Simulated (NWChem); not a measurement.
System: C$_{2}$H$_{4}$ClFSi; SMILES C=C(F)[SiH2]Cl

The following NWChem deck was run.

```
start job
memory heap 200 mb stack 900 mb global 1100 mb
geometry units angstroms noautosym nocenter noautoz
  C     -1.560580     1.260103     0.000000
  C     -0.231080     1.215604     0.000000
  F      0.491258     2.353648     0.000000
  Si     0.872653    -0.309328     0.000000
  Cl    -0.332495    -1.989683     0.000000
  H     -2.130953     0.330019     0.000000
  H     -2.093843     2.214892     0.000000
  H      1.725870    -0.319199    -1.218595
  H      1.725870    -0.319199     1.218595
end
basis spherical
  * library pcsseg-1
end
dft
  xc pbe0
  iterations 150
end
property
  shielding 8 1 2 3 4 5 6 7 8
end
task dft property
```

Structure relaxed at the PBE0/def2-SVP level.

GIAO values for the isolated, static molecule; σ is the absolute isotropic shielding, δ = σ(reference) − σ with the isolated reference molecule computed at the same levels (13C: tetramethylsilane, 19F: trichlorofluoromethane, 1H: tetramethylsilane, 29Si: tetramethylsilane).

Atoms are numbered as in the input.

Problem. Predict the main results of this run. (PBE0/pcSseg-1, GIAO.) Quantities: δ C1 (ppm); δ C2 (ppm); δ F3 (ppm); δ Si4 (ppm); σ Cl5 (ppm); δ H7 (ppm); δ H8 (ppm).

Solution. 
```
Quantity     Result
-----------  ------
δ C1 (ppm)    117.6
δ C2 (ppm)    174.0
δ F3 (ppm)   -101.5
δ Si4 (ppm)   -27.2
σ Cl5 (ppm)  1007.6
δ H7 (ppm)     5.89
δ H8 (ppm)     5.18
```
